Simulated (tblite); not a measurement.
Species: C₃H₁₁ClO₂Si₂.
Bonds: C1–C2, C2–C3, C2–O4, O4–Si5, Si5–O6, O6–Si7, Si7–Cl8. Hydrogens: H9, H10, H11 on C1; H12 on C2; H13, H14, H15 on C3; H16, H17 on Si5; H18, H19 on Si7.

Structure optimised with GFN2-xTB, isolated species.

(1) What internal coordinates does the optimisation give?

## Answers

(1) 
```tsv
bond	length (Å)	order
C1–C2, C2–C3	1.524	single
C2–O4	1.411	single
O4–Si5	1.603	single
Si5–O6	1.637	single
O6–Si7	1.603	single
Si7–Cl8	2.011	single
C1–H9 and 5 like bonds	1.087	single
C2–H12	1.100	single
Si5–H16, Si5–H17	1.455	single
Si7–H18, Si7–H19	1.455	single
```

Bonds in one row agree within 0.01 Å and their mean is given. Orders are formal, as drawn. A selection of angles:
```tsv
angle	degrees
C2–C1–H9	109.8
H9–C1–H10	109.3
C1–C2–C3	111.5
C1–C2–O4	107.8
C1–C2–H12	109.3
C3–C2–O4	111.6
O4–C2–H12	107.7
C2–O4–Si5	134.7
O4–Si5–O6	113.4
O4–Si5–H16	101.2
O4–Si5–H17	115.1
O6–Si5–H16	107.7
O6–Si5–H17	101.7
H16–Si5–H17	117.9
Si5–O6–Si7	159.7
O6–Si7–Cl8	109.4
O6–Si7–H18	105.5
O6–Si7–H19	109.1
Cl8–Si7–H18	108.5
Cl8–Si7–H19	108.2
H18–Si7–H19	116.0
```

Dihedral angles: C1–C2–O4–Si5 168° (antiperiplanar); C2–O4–Si5–O6 51° (synclinal); O4–Si5–O6–Si7 14° (synperiplanar); Si5–O6–Si7–Cl8 -44° (synclinal). The mirror-image conformer, all signs reversed, is as good.

Of the pairs four or more bonds apart, Si5···H14 is among the closest relative to their van der Waals radii: 3.02 Å, 91 % of the sum of Bondi's values. Si7 (chlorine-bound silicon) is distorted tetrahedral (angles from 105.5° to 116.0°). The 3 O–Si bonds span 1.603 Å (O4–Si5, drawn single) to 1.637 Å (Si5–O6, drawn single), a spread of 0.034 Å. Si5 (oxygen-bound silicon) is distorted tetrahedral (angles from 101.2° to 117.9°).

Point group: C1 (no symmetry element, even within 0.4 Å). Its lowest GFN2-xTB frequency is 7 cm⁻¹, too small to tell a flat minimum from a shallow saddle. One conformer, not necessarily the lowest. 3 starts were optimised and ended at 0.00, 0.03 and 0.05 kcal/mol (GFN2-xTB); the lowest of these is shown.

All values are computed, not measured.
